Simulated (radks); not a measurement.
Q: The silicon ion Si4+, [Ne]. Calculated with a radial shooting solver on a logarithmic mesh with Libxc functionals: non-relativistic Kohn-Sham, PBE, spin-polarised, spherical densities, point nucleus. Every spin shell is full or empty, so the densities are truly spherical. Functionals are evaluated on that one density, not self-consistently. Rank these orbital-free kinetic functionals by their error against the exact value of the orbitals, and give that value: Thomas-Fermi, von Weizsacker, TF + vW, TF + vW/9, TF + vW/5, LC94, APBEK, revAPBEK, Perdew 92, Thakkar, Pearson, LKT, PG1, DePristo-Kress, Ernzerhof.

A: Exact: 285.073 hartree. From best to worst, with 100 (|E| - |E exact|)/|E exact| (equal figures are ties): Thakkar +0.11, DePristo-Kress +0.23, LC94 +0.27, Perdew 92 -0.34, TF + vW/9 -0.36, APBEK +0.39, Ernzerhof +0.47, revAPBEK +0.79, Pearson -1.66, TF + vW/5 +5.35, Thomas-Fermi -7.50, PG1 +27.11, LKT +33.14, von Weizsacker -35.76, TF + vW +56.75.
